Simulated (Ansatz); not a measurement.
`CO[SiH]([SiH3])Cl` + H₂ → `CO[SiH2]Cl` + SiH₄ at 400 K and 1 bar (hydrogenolysis of the Si–Si bond).

Program: Ansatz. Geometries: PBE0-D4/def2-TZVP. ΔE: electronic, gas phase. CBS: MP2 limit from def2 TZ/QZ plus the TZ coupled-cluster correction, frozen cores. This one scheme is used for every species. Each species was taken in one conformer, which may not be the lowest.

| species | CCSD(T)/CBS energy (Eh) | H − E (kJ/mol) | S (J/(mol·K)) |
| --- | --- | --- | --- |
| `CO[SiH]([SiH3])Cl` | -1155.45034 | 245.0 | 433.1 |
| H₂ | -1.17544 | 38.0 | 139.0 |
| `CO[SiH2]Cl` | -865.17164 | 189.7 | 357.8 |
| SiH₄ | -291.46306 | 96.9 | 218.6 |

H − E and S are ideal-gas, rigid-rotor, harmonic terms from PBE0-D4/def2-TZVP, for one conformer and one mirror image of each species. For small species the MP2-based limit differs from directly extrapolated CCSD(T) by up to some mEh (0.8 for H₂); such offsets cancel only in part. 1 Eh = 2625.50 kJ/mol, R = 8.31446 J/(mol·K).

Question: By hand: ΔE, ΔH, ΔS and ΔG.

Answer: ΔE = (-865.17164) + (-291.46306) − (-1155.45034) − (-1.17544) = -0.00892 Eh = -23.4 kJ/mol. Δ(H − E) = 189.7 + 96.9 − 245.0 − 38.0 = 3.6, so ΔH = -19.8 kJ/mol. ΔS = 357.8 + 218.6 − 433.1 − 139.0 = 4.3 J/(mol·K). ΔG = -19.8 − 400 × (4.3)/1000 = -21.5 kJ/mol.

Question: By hand: the equilibrium constant, and the temperature at which ΔG would vanish if ΔH and ΔS stayed fixed.

Answer: log₁₀ K = −ΔG/(RT ln 10) = 2.8. ΔH and −TΔS have one sign here, so there is no such temperature.

The number of gas molecules stays the same, so ΔS is small and ΔH decides. A doubt of 5 kJ/mol in ΔE shifts log₁₀ K by 0.7 here. Other conformers and mirror images would add mixing entropy, several J/(mol·K) or more a flexible species. These are equilibria of isolated gas molecules and say nothing of rates. Largest T1 diagnostic: 0.012 (customary marks: 0.02 for closed shells, 0.045 for open ones).

ΔS is within the doubt of such terms, so its sign, and with it that verdict, could turn.
